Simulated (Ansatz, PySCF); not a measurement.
Reaction R1 → 2 P1, each structure at its B3LYP-D3(BJ)/def2-TZVP stationary point, reached from a drawn start (curvature not checked).
P1, As2 (SMILES [As]#[As]) (charge 0, multiplicity 1):
```csv
atom,x (Å),y (Å),z (Å)
As,-1.0521,0.0000,0.0000
As,1.0521,0.0000,0.0000
```
R1: As4 (SMILES [As]12[As]3[As]1[As]23), charge 0, multiplicity 1.

P less R. No zero-point or thermal terms; no spin–orbit coupling.

Correlated levels freeze the cores. In cc and def2 sets filled d and f shells under p-block atoms count as core. CBS(a, b) extrapolates the correlation energy as X⁻³ and adds the Hartree–Fock energy of set b.

Codes used: Ansatz (Gaussian orbitals); PySCF for the D3/D4 terms. No computed number here is a measurement.

```
level                          reaction energy (kcal/mol)
-----------------------------  --------------------------
HF/cc-pVTZ                                          45.82
r2SCAN/def2-TZVPP                                   66.97
r2SCAN-D3(BJ)/def2-TZVPP                            67.77
PBE0-D3(BJ)/def2-TZVPP                              72.63
BHLYP-D3(BJ)/def2-TZVPP                             62.08
MP2/cc-pVDZ                                         44.66
MP2/cc-pVTZ                                             …
CCSD(T)/cc-pVDZ                                         …
CCSD(T)/CBS(cc-pVTZ, cc-pVQZ)                           …
```

Problem. Complete the blanks.

Solution. 
- MP2/cc-pVTZ, reaction energy (kcal/mol): 60.38
- CCSD(T)/cc-pVDZ, reaction energy (kcal/mol): 38.30
- CCSD(T)/CBS(cc-pVTZ, cc-pVQZ), reaction energy (kcal/mol): 58.67

Ansatz is a quantum-chemistry and plane-wave program.
